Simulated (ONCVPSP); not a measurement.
## What one change does to a pseudopotential (zirconium, ONCV)

* Element: Zr (Z = 40)
* Generator: ONCVPSP 4.0.1
* Type: optimised norm-conserving Vanderbilt (ONCV)
* Functional: revPBE
* Relativity: scalar-relativistic
* Frozen core: [Ar] 3d10
* Valence charge: 12
* Reference configuration: 4s2 4p6 4d2.5 5s1.5
* Partial waves: 4s+5s: rc 2.00 bohr, ncon 4, nbas 8, qcut 7.2 1/bohr, 2 projectors; 4p: rc 1.55 bohr, ncon 4, nbas 8, qcut 6.4 1/bohr, 3 projectors, debl 0.9 Ha; 4d: rc 3.10 bohr, ncon 4, nbas 9, qcut 4.3 1/bohr, 2 projectors, debl 2.1 Ha
* Local potential: polynomial inside 1.25 bohr (lpopt 5, dvloc0 1 Ha)
* Core correction: Teter function, fcfact 2.25, rcfact 1.3

In the p channel the program set the typed energies aside and used -1.154, 0.250, 1.150 Ha.

All-electron outer shells of the reference configuration (revPBE, scalar-relativistic, ld1.x):

```json
{"shell": "3d", "level (eV)": "-173.45", "outermost node (bohr)": "–", "outermost maximum (bohr)": "0.35"}
{"shell": "4s", "level (eV)": "-53.36", "outermost node (bohr)": "0.55", "outermost maximum (bohr)": "1.08"}
{"shell": "4p", "level (eV)": "-31.40", "outermost node (bohr)": "0.56", "outermost maximum (bohr)": "1.17"}
{"shell": "5s", "level (eV)": "-4.06", "outermost node (bohr)": "1.47", "outermost maximum (bohr)": "3.23"}
{"shell": "4d", "level (eV)": "-2.87", "outermost node (bohr)": "0.58", "outermost maximum (bohr)": "1.61"}
```

Change: all radii but the core radius scaled by about 1.21 (s 2.42, p 1.88, d 3.76 bohr); local potential polynomial inside 1.52 bohr (lpopt 5, dvloc0 1 Ha).

Cutoffs: the cutoffs (Ha) at which the residual kinetic energy of the hardest occupied pseudo-wave falls to 1 and 0.1 mHa per electron; they do not see the model core or the augmentation charge, which bear on the density cutoff. Errors are all-electron minus pseudo energies relative to the spin-unpolarised reference configuration.

What does the change do?

The potential gets softer (17 Ha and 46 Ha → 12 Ha and 16 Ha); of the 4 tests that both files solve, the error grows in 4 and shrinks in 0 by more than 15 % and 0.3 meV (median size 14.5 → 29.1 meV); neither file shows a bound ghost. A larger radius leaves more room for a smooth pseudo-wave, so fewer plane waves are needed. More of the atom is replaced by a form fitted at one configuration, so other configurations suffer.

| quantity | base | changed |
| --- | --- | --- |
| cutoff, loose | 17 Ha | 12 Ha |
| cutoff, tight | 46 Ha | 16 Ha |
| loose cutoff by channel | s 15 Ha, p 17 Ha, d 7.4 Ha | s 12 Ha, p 9.3 Ha, d 6.4 Ha |
| bound ghosts | none | none |
| GHOST(+) flags under 300 eV | s at 158.5 eV, d at 297.5 eV | none |
| error for 4s2 4p6 4d2 5s2, meV [ΔE -0.51 eV] | +11 | +20 |
| error for 4s2 4p6 4d2 5s1, meV [ΔE 6.56 eV] | +3.0 | +6.9 |
| error for 4s2 4p6 4d2 5s0, meV [ΔE 19.36 eV] | -18 | -38 |
| error for 4s2 4p6 4d1 5s2 5p1, meV [ΔE 2.48 eV] | +140 | +259 |
| rms error of d²Exc/dni dnj with the model core, mHa | 1.04 | 1.83 |
